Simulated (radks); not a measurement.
Lu2+, configuration [Xe] 4f13 6s2 (not the ground configuration). Method: scalar-relativistic Kohn-Sham, BLYP, spin-polarised, spherical densities, finite nucleus; open shells are filled with parallel spins first (spin-orbit coupling, left out, can overturn this in heavy ions); Fermi nuclear charge, rms radius 5.37 fm; computed with a radial shooting solver on a logarithmic mesh with Libxc functionals.

Local quantities along the radius. ELF = 1/(1 + alpha^2) is the electron localisation function; alpha = (tau - tau_W)/tau_unif compares the Pauli kinetic energy density with that of the uniform gas (summed over spins); r v_xc is r times the local exchange-correlation potential of spin up (hartree bohr). tau is taken from the large components.

r (bohr)	ELF	alpha	r v_xc
0.001284	0.999	0.02460	-0.1442
0.001494	0.999	0.02556	-0.1557
0.00174	0.999	0.02680	-0.1690
0.002025	0.999	0.02842	-0.1843
0.002339	0.999	0.03039	-0.2005
0.002723	0.999	0.03306	-0.2197
0.00317	0.999	0.03653	-0.2409
0.00369	0.998	0.04108	-0.2642
0.004296	0.998	0.04712	-0.2894
0.004961	0.997	0.05478	-0.3149
0.005776	0.996	0.06583	-0.3431
0.006724	0.993	0.08137	-0.3722
0.007828	0.989	0.1038	-0.4014
0.00904	0.982	0.1349	-0.4284
0.01052	0.967	0.1845	-0.4553
0.01225	0.936	0.2616	-0.4795
0.01426	0.872	0.3827	-0.5001
0.0166	0.755	0.5697	-0.5167
0.01918	0.597	0.8214	-0.5294
0.02232	0.436	1.137	-0.5415
0.02599	0.343	1.383	-0.5568
0.03026	0.338	1.399	-0.5858
0.03522	0.418	1.181	-0.6408
0.04068	0.546	0.9120	-0.7123
0.04736	0.672	0.6989	-0.7884
0.05513	0.737	0.5969	-0.8499
0.06418	0.729	0.6100	-0.8891
0.07471	0.634	0.7596	-0.9043
0.08629	0.479	1.044	-0.9028
0.1005	0.355	1.348	-0.9043
0.1169	0.369	1.309	-0.9508
0.1361	0.513	0.9734	-1.061
0.1585	0.670	0.7013	-1.167
0.183	0.730	0.6081	-1.217
0.2131	0.667	0.7073	-1.201
0.2481	0.443	1.121	-1.134
0.2888	0.261	1.685	-1.070
0.3362	0.324	1.445	-1.131
0.3883	0.547	0.9102	-1.298
0.452	0.695	0.6626	-1.408
0.5262	0.702	0.6521	-1.422
0.6126	0.605	0.8084	-1.362
0.7131	0.450	1.106	-1.267
0.8236	0.356	1.344	-1.191
0.9588	0.382	1.273	-1.153
1.116	0.490	1.020	-1.135
1.299	0.560	0.8871	-1.085
1.501	0.512	0.9761	-0.9985
1.747	0.338	1.399	-0.8914
2.034	0.183	2.111	-0.8045
2.368	0.173	2.189	-0.7470
2.756	0.363	1.324	-0.7115
3.183	0.719	0.6254	-0.6670
3.706	0.932	0.2710	-0.5994
4.314	0.985	0.1252	-0.5319
5.022	0.996	0.06420	-0.4593
5.847	0.999	0.03756	-0.3440
6.753	0.999	0.02612	-0.2509
7.861	1.000	0.02140	-0.1864

On this mesh the ELF has minima near r = 0.030, 0.10, 0.29, 0.82, 2.4 bohr, which separate the shells, and maxima near 0.055 (0.74), 0.18 (0.73), 0.53 (0.70), 1.3 (0.56).
